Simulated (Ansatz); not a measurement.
Harmonic frequencies (cm⁻¹) at PBE0-D4/def2-TZVP from Ansatz: 249, 298, 430, 439, 456, 530, 607, 691, 808, 975, 1132, 1658, 1954, 1957, 3208.

Task: Which molecule is it?
A. `F[C]1=[CH][SnH2]1`
B. `FC1[SiH2]S1`
C. `C#[C][SnH2][F]`
D. `F[Si]1(F)CS1`

Result: A.
